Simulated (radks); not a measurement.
Question: All-electron atom: Hf IX in [Kr] 4d10 4f13 5s2 5p3. All-electron calculation, Dirac Kohn-Sham, LDA (Slater exchange, Perdew-Wang correlation), spin-unpolarised, spherical densities, finite nucleus; open shells fill j = l - 1/2 first; Fermi nuclear charge, rms radius 5.347 fm. Program: a radial shooting solver on a logarithmic mesh with Libxc functionals. Some entries of the table are withheld. Estimate them.

orbital  occ.  eigenvalue (hartree)  r(max) (bohr)
1s1/2       2                   (1)        0.01191
2s1/2       2             -413.8023        0.06831
2p1/2       2                   (2)        0.05092
2p3/2       4                   (3)        0.05755
3s1/2       2             -97.86849         0.1926
3p1/2       2             -89.78122            (4)
3p3/2       4             -80.40638            (5)
3d3/2       4             -66.63311         0.1523
3d5/2       6             -64.58611         0.1561
4s1/2       2             -23.39066         0.4378
4p1/2       2             -20.07178         0.4380
4p3/2       4             -17.91004         0.4671
4d3/2       4             -12.43074            (6)
4d5/2       6             -12.03261            (7)
5s1/2       2              -6.70659         0.9878
5p1/2       2              -5.66151            (8)
5p3/2       1              -5.28155            (9)
4f5/2       6              -5.21288           (10)
4f7/2       7              -5.14315           (11)

Answer: 
(1) 1s1/2 eigenvalue (hartree): -2397.942
(2) 2p1/2 eigenvalue (hartree): -395.6508
(3) 2p3/2 eigenvalue (hartree): -351.8983
(4) 3p1/2 r(max) (bohr): 0.1804
(5) 3p3/2 r(max) (bohr): 0.1942
(6) 4d3/2 r(max) (bohr): 0.4652
(7) 4d5/2 r(max) (bohr): 0.4745
(8) 5p1/2 r(max) (bohr): 1.049
(9) 5p3/2 r(max) (bohr): 1.117
(10) 4f5/2 r(max) (bohr): 0.4468
(11) 4f7/2 r(max) (bohr): 0.4517
